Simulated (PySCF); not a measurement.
Cl (SMILES [Cl-]), charge -1, singlet; BLYP/def2-TZVP (PySCF).

Here is a job for PySCF.
```python
from pyscf import gto, scf, dft

mol = gto.Mole()
mol.atom = '''
    Cl    0.000000    0.000000    0.000000
'''
mol.basis = 'def2-tzvp'
mol.charge = -1
mol.spin = 0
mol.verbose = 4
mol.build()

mf = dft.RKS(mol)
mf.xc = 'blyp'
mf.diis = False
mf.max_cycle = 100
mf.kernel()
mf.analyze()
```

Problem. Write the output that PySCF gives for this input, abridged.

Solution. 
```
PySCF version 2.14.0

[INPUT] verbose = 4
[INPUT] num. atoms = 1
[INPUT] num. electrons = 18
[INPUT] charge = -1
[INPUT] spin (= nelec alpha-beta = 2S) = 0
[INPUT] symmetry False subgroup None
[INPUT] Mole.unit = angstrom
[INPUT] Symbol           X                Y                Z      unit          X                Y                Z       unit  Magmom
[...]
nuclear repulsion = 0
number of shells = 13
number of NR pGTOs = 63
number of NR cGTOs = 37
basis = def2-tzvp
ecp = {}

******** <class 'pyscf.dft.rks.RKS'> ********
method = RKS
initial guess = minao
damping factor = 0
level_shift factor = 0
DIIS disabled
SCF conv_tol = 1e-09
SCF conv_tol_grad = None
SCF max_cycles = 100
direct_scf = True
direct_scf_tol = 1e-13
XC library pyscf.dft.libxc version 7.1.2
    S. Lehtola, C. Steigemann, M. J. T. Oliveira, and M. A. L. Marques,  SoftwareX 7, 1–5 (2018)
XC functionals = blyp
    A. D. Becke,  Phys. Rev. A 38, 3098 (1988)
    C. Lee, W. Yang, and R. G. Parr,  Phys. Rev. B 37, 785 (1988)
    B. Miehlich, A. Savin, H. Stoll, and H. Preuss,  Chem. Phys. Lett. 157, 200 (1989)
radial grids:
    Treutler-Ahlrichs [JCP 102, 346 (1995); DOI:10.1063/1.469408] (M4) radial grids

becke partition: Becke, JCP 88, 2547 (1988); DOI:10.1063/1.454033
pruning grids: <function nwchem_prune>
grids dens level: 3
symmetrized grids: False
atomic radii adjust function: <function treutler_atomic_radii_adjust>
small_rho_cutoff = 0
Set gradient conv threshold to 3.16228e-05
Initial guess from minao.
tot grids = 18880
init E= -460.112443716866
[...]
cycle= 1 E= -460.19954649311  delta_E= -0.0871  |g|= 0.446  |ddm|= 0.388
[...]
cycle= 2 E= -460.147164206878  delta_E= 0.0524  |g|= 0.705  |ddm|= 1.42
[...]
cycle= 3 E= -460.09540138288  delta_E= 0.0518  |g|= 0.93  |ddm|= 1.69
[...]
cycle= 4 E= -459.940534117391  delta_E= 0.155  |g|= 1.22  |ddm|= 2.19
[...]
cycle= 5 E= -459.857116435925  delta_E= 0.0834  |g|= 1.49  |ddm|= 2.65
[...]
cycle= 6 E= -459.508967930756  delta_E= 0.348  |g|= 1.83  |ddm|= 3.34
[...]
cycle= 7 E= -459.473963715891  delta_E= 0.035  |g|= 2.15  |ddm|= 3.81
[...]
cycle= 8 E= -458.926343417778  delta_E= 0.548  |g|=  2.4  |ddm|= 4.49
[...]
cycle= 9 E= -459.07430231772  delta_E= -0.148  |g|= 2.72  |ddm|= 4.81
[...]
cycle= 10 E= -458.446460188206  delta_E= 0.628  |g|= 2.79  |ddm|= 5.29
[...]
cycle= 11 E= -458.798042532975  delta_E= -0.352  |g|= 3.09  |ddm|= 5.46
[...]
cycle= 12 E= -458.172537007571  delta_E= 0.626  |g|= 3.01  |ddm|= 5.71
[...]
cycle= 13 E= -458.653258824281  delta_E= -0.481  |g|= 3.29  |ddm|= 5.78
[...]
cycle= 14 E= -458.04381600745  delta_E= 0.609  |g|= 3.12  |ddm|=  5.9
[...]
cycle= 15 E= -458.587472553759  delta_E= -0.544  |g|= 3.38  |ddm|= 5.93
[...]
cycle= 16 E= -457.988246509814  delta_E= 0.599  |g|= 3.16  |ddm|= 5.98
[...]
cycle= 17 E= -458.559417672801  delta_E= -0.571  |g|= 3.42  |ddm|= 5.99
[...]
cycle= 18 E= -457.965065615236  delta_E= 0.594  |g|= 3.18  |ddm|= 6.01
[...]
cycle= 19 E= -458.547766717256  delta_E= -0.583  |g|= 3.43  |ddm|= 6.02
[...]
cycle= 20 E= -457.955526899567  delta_E= 0.592  |g|= 3.19  |ddm|= 6.02
[...]
cycle= 21 E= -458.542980529601  delta_E= -0.587  |g|= 3.44  |ddm|= 6.03
[...]
cycle= 22 E= -457.951623213591  delta_E= 0.591  |g|=  3.2  |ddm|= 6.03
[...]
cycle= 23 E= -458.541023081112  delta_E= -0.589  |g|= 3.44  |ddm|= 6.03
[...]
cycle= 24 E= -457.950029160026  delta_E= 0.591  |g|=  3.2  |ddm|= 6.03
[...]
cycle= 25 E= -458.540223973116  delta_E= -0.59  |g|= 3.44  |ddm|= 6.03
[...]
cycle= 26 E= -457.949378815701  delta_E= 0.591  |g|=  3.2  |ddm|= 6.03
[...]
cycle= 27 E= -458.539897985935  delta_E= -0.591  |g|= 3.44  |ddm|= 6.03
[...]
cycle= 28 E= -457.949113583455  delta_E= 0.591  |g|=  3.2  |ddm|= 6.03
[...]
cycle= 29 E= -458.539765043047  delta_E= -0.591  |g|= 3.44  |ddm|= 6.03
[...]
cycle= 30 E= -457.949005428805  delta_E= 0.591  |g|=  3.2  |ddm|= 6.03
[...]
cycle= 31 E= -458.539710833408  delta_E= -0.591  |g|= 3.44  |ddm|= 6.03
[...]
cycle= 32 E= -457.948961328869  delta_E= 0.591  |g|=  3.2  |ddm|= 6.03
[...]
cycle= 33 E= -458.539688729644  delta_E= -0.591  |g|= 3.44  |ddm|= 6.03
[...]
cycle= 34 E= -457.948943347611  delta_E= 0.591  |g|=  3.2  |ddm|= 6.03
[...]
cycle= 35 E= -458.539679717106  delta_E= -0.591  |g|= 3.44  |ddm|= 6.03
[...]
cycle= 36 E= -457.948936016026  delta_E= 0.591  |g|=  3.2  |ddm|= 6.03
[...]
cycle= 37 E= -458.539676042384  delta_E= -0.591  |g|= 3.44  |ddm|= 6.03
[...]
cycle= 38 E= -457.948933026696  delta_E= 0.591  |g|=  3.2  |ddm|= 6.03
[...]
cycle= 39 E= -458.53967454408  delta_E= -0.591  |g|= 3.44  |ddm|= 6.03
[...]
cycle= 40 E= -457.948931807848  delta_E= 0.591  |g|=  3.2  |ddm|= 6.03
[...]
cycle= 41 E= -458.539673933172  delta_E= -0.591  |g|= 3.44  |ddm|= 6.03
[...]
cycle= 42 E= -457.948931310885  delta_E= 0.591  |g|=  3.2  |ddm|= 6.03
[...]
cycle= 43 E= -458.539673684085  delta_E= -0.591  |g|= 3.44  |ddm|= 6.03
[...]
cycle= 44 E= -457.948931108258  delta_E= 0.591  |g|=  3.2  |ddm|= 6.03
[...]
cycle= 45 E= -458.539673582524  delta_E= -0.591  |g|= 3.44  |ddm|= 6.03
[...]
cycle= 46 E= -457.94893102564  delta_E= 0.591  |g|=  3.2  |ddm|= 6.03
[...]
cycle= 47 E= -458.539673541115  delta_E= -0.591  |g|= 3.44  |ddm|= 6.03
[...]
cycle= 48 E= -457.948930991954  delta_E= 0.591  |g|=  3.2  |ddm|= 6.03
[...]
cycle= 49 E= -458.539673524231  delta_E= -0.591  |g|= 3.44  |ddm|= 6.03
[...]
cycle= 50 E= -457.948930978219  delta_E= 0.591  |g|=  3.2  |ddm|= 6.03
[...]
cycle= 51 E= -458.539673517347  delta_E= -0.591  |g|= 3.44  |ddm|= 6.03
[...]
cycle= 52 E= -457.948930972619  delta_E= 0.591  |g|=  3.2  |ddm|= 6.03
[...]
cycle= 53 E= -458.53967351454  delta_E= -0.591  |g|= 3.44  |ddm|= 6.03
[...]
cycle= 54 E= -457.948930970336  delta_E= 0.591  |g|=  3.2  |ddm|= 6.03
[...]
cycle= 55 E= -458.539673513395  delta_E= -0.591  |g|= 3.44  |ddm|= 6.03
[...]
cycle= 56 E= -457.948930969404  delta_E= 0.591  |g|=  3.2  |ddm|= 6.03
[...]
cycle= 57 E= -458.53967351293  delta_E= -0.591  |g|= 3.44  |ddm|= 6.03
[...]
cycle= 58 E= -457.948930969025  delta_E= 0.591  |g|=  3.2  |ddm|= 6.03
[...]
cycle= 59 E= -458.539673512739  delta_E= -0.591  |g|= 3.44  |ddm|= 6.03
[...]
cycle= 60 E= -457.948930968871  delta_E= 0.591  |g|=  3.2  |ddm|= 6.03
[...]
cycle= 61 E= -458.539673512662  delta_E= -0.591  |g|= 3.44  |ddm|= 6.03
[...]
cycle= 62 E= -457.948930968807  delta_E= 0.591  |g|=  3.2  |ddm|= 6.03
[...]
cycle= 63 E= -458.53967351263  delta_E= -0.591  |g|= 3.44  |ddm|= 6.03
[...]
cycle= 64 E= -457.948930968781  delta_E= 0.591  |g|=  3.2  |ddm|= 6.03
[...]
cycle= 65 E= -458.539673512617  delta_E= -0.591  |g|= 3.44  |ddm|= 6.03
[...]
cycle= 66 E= -457.948930968771  delta_E= 0.591  |g|=  3.2  |ddm|= 6.03
[...]
cycle= 67 E= -458.539673512612  delta_E= -0.591  |g|= 3.44  |ddm|= 6.03
[...]
cycle= 68 E= -457.948930968767  delta_E= 0.591  |g|=  3.2  |ddm|= 6.03
[...]
cycle= 69 E= -458.539673512609  delta_E= -0.591  |g|= 3.44  |ddm|= 6.03
[...]
cycle= 70 E= -457.948930968765  delta_E= 0.591  |g|=  3.2  |ddm|= 6.03
[...]
cycle= 71 E= -458.539673512609  delta_E= -0.591  |g|= 3.44  |ddm|= 6.03
[...]
cycle= 72 E= -457.948930968764  delta_E= 0.591  |g|=  3.2  |ddm|= 6.03
[...]
cycle= 73 E= -458.539673512608  delta_E= -0.591  |g|= 3.44  |ddm|= 6.03
[...]
cycle= 74 E= -457.948930968764  delta_E= 0.591  |g|=  3.2  |ddm|= 6.03
[...]
cycle= 75 E= -458.539673512608  delta_E= -0.591  |g|= 3.44  |ddm|= 6.03
[...]
cycle= 76 E= -457.948930968764  delta_E= 0.591  |g|=  3.2  |ddm|= 6.03
[...]
cycle= 77 E= -458.539673512608  delta_E= -0.591  |g|= 3.44  |ddm|= 6.03
[...]
cycle= 78 E= -457.948930968764  delta_E= 0.591  |g|=  3.2  |ddm|= 6.03
[...]
cycle= 79 E= -458.539673512608  delta_E= -0.591  |g|= 3.44  |ddm|= 6.03
[...]
cycle= 80 E= -457.948930968763  delta_E= 0.591  |g|=  3.2  |ddm|= 6.03
[...]
cycle= 81 E= -458.539673512608  delta_E= -0.591  |g|= 3.44  |ddm|= 6.03
[...]
cycle= 82 E= -457.948930968763  delta_E= 0.591  |g|=  3.2  |ddm|= 6.03
[...]
cycle= 83 E= -458.539673512608  delta_E= -0.591  |g|= 3.44  |ddm|= 6.03
[...]
cycle= 84 E= -457.948930968763  delta_E= 0.591  |g|=  3.2  |ddm|= 6.03
[...]
cycle= 85 E= -458.539673512608  delta_E= -0.591  |g|= 3.44  |ddm|= 6.03
[...]
cycle= 86 E= -457.948930968763  delta_E= 0.591  |g|=  3.2  |ddm|= 6.03
[...]
cycle= 87 E= -458.539673512608  delta_E= -0.591  |g|= 3.44  |ddm|= 6.03
[...]
cycle= 88 E= -457.948930968764  delta_E= 0.591  |g|=  3.2  |ddm|= 6.03
[...]
cycle= 89 E= -458.539673512608  delta_E= -0.591  |g|= 3.44  |ddm|= 6.03
[...]
cycle= 90 E= -457.948930968764  delta_E= 0.591  |g|=  3.2  |ddm|= 6.03
[...]
cycle= 91 E= -458.539673512608  delta_E= -0.591  |g|= 3.44  |ddm|= 6.03
[...]
cycle= 92 E= -457.948930968763  delta_E= 0.591  |g|=  3.2  |ddm|= 6.03
[...]
cycle= 93 E= -458.539673512608  delta_E= -0.591  |g|= 3.44  |ddm|= 6.03
[...]
cycle= 94 E= -457.948930968764  delta_E= 0.591  |g|=  3.2  |ddm|= 6.03
[...]
cycle= 95 E= -458.539673512608  delta_E= -0.591  |g|= 3.44  |ddm|= 6.03
[...]
cycle= 96 E= -457.948930968763  delta_E= 0.591  |g|=  3.2  |ddm|= 6.03
[...]
cycle= 97 E= -458.539673512608  delta_E= -0.591  |g|= 3.44  |ddm|= 6.03
[...]
cycle= 98 E= -457.948930968763  delta_E= 0.591  |g|=  3.2  |ddm|= 6.03
[...]
cycle= 99 E= -458.539673512608  delta_E= -0.591  |g|= 3.44  |ddm|= 6.03
[...]
cycle= 100 E= -457.948930968763  delta_E= 0.591  |g|=  3.2  |ddm|= 6.03
SCF not converged.
SCF energy = -457.948930968763
**** SCF Summaries ****
Total Energy =                        -457.948930968763477
Nuclear Repulsion Energy =               0.000000000000000
One-electron Energy =                 -615.525727484642857
Two-electron Energy =                  157.576796515879380
Two-electron Coulomb Energy =          184.290969767397627
DFT Exchange-Correlation Energy =      -26.714173251518247
HOMO-LUMO gap [eV] =                    15.921362706758151
**** MO energy ****
[...]
 ** Mulliken pop on meta-lowdin orthogonal AOs  **
 ** Mulliken pop  **
[...]
 ** Mulliken atomic charges  **
charge of    0Cl =     -1.00000

WARN: System has nonzero charge -1; the dipole moment is origin-dependent.
Location of origin: [0. 0. 0.]

Dipole moment(X, Y, Z, Debye):  0.00000,  0.00000, -0.00000
```

The run did not converge; its last values are not results.
